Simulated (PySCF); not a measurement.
**Correlation energy of I³⁺ (iodine, charge +3)**

[Kr] 4d10 5s2 5p2, high-spin 3P determinant. Computed with PySCF 2.14 in x2c-QZVPPall with one added diffuse shell each of s, p, d, f type (14s10p8d5f1g, 128 functions), with scalar relativity by spin-free X2C-1e. Frozen: [Kr] 4d10; 4 electrons correlated.

MP2 pair energies summed by pair of shells (mhartree):

```csv
pair,energy,share (%)
5s-5p,-34.13,63.6
5s-5s,-14.47,27.0
5p-5p,-5.08,9.5
```

Total MP2 correlation energy: -53.69 mhartree.

Same-spin part -8.49 and opposite-spin part -45.19 mhartree; SCS-MP2 scales them by 1/3 and 6/5 to -57.06 mhartree.
